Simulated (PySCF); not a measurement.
# A search over the determinants of SnC

Unrestricted PBE0; Sn x2c-SVPall, C x2c-SVPall; spin-free X2C with a Gaussian nucleus (PySCF 2.14). Outer shells of the fragments: Sn 4d10 5s2 5p2; C 2s2 2p2.

Followed along the bond (rough minima from three points):

| 2Ms+1 | unpaired | ⟨S²⟩ at the start | R at minimum (Å) | Te (eV) |
| --- | --- | --- | --- | --- |
| 3 | σ ↑, π ↑ | 2.28 | 2.03 | 0.00 |
| 3 | π ↑↑ | 2.00 | 2.11 | 0.24 |
| 1 | σ ↑, π ↓ | 1.07 | 2.00 | 0.38 |
| 1 | π ↑↓ | 1.00 | 2.11 | 0.50 |
| 5 | σ ↑, π ↑↑↑ | 6.00 | none in the scan | ≤ 0.94 |

Solutions found at the starting distance of 2.060 Å, counted from the lowest of them; the search is not exhaustive and high or unbound solutions are not listed, so other states can lie among these:

| 2Ms+1 | unpaired | term | E (eV) | ⟨S²⟩ | ⟨Lz²⟩ | μ (D) |
| --- | --- | --- | --- | --- | --- | --- |
| 3 | σ ↑, π ↑ | ³Π | 0.00 | 2.28 | 1.01 | -2.43 |
| 3 | π ↑↑ | ³Σ⁻ | 0.25 | 2.00 | 0.00 | -2.95 |
| 1 | σ ↑, π ↓ | mixed | 0.40 | 1.07 | 1.09 | -2.73 |
| 1 | π ↑↓ | mixed | 0.52 | 1.00 | 2.01 | -2.83 |
| 5 | σ ↑, π ↑↑↑ | ⁵Π | 1.14 | 6.00 | 1.00 | -1.33 |
| 1 | none | mixed | 1.28 | 0.00 | 2.00 | -2.50 |

A term symbol is given only where ⟨S²⟩ and ⟨Lz²⟩ are close to those of a pure state; real π, δ and φ orbitals otherwise mix terms. A positive dipole means Sn(−)C(+).

Spin–orbit coupling is left out.
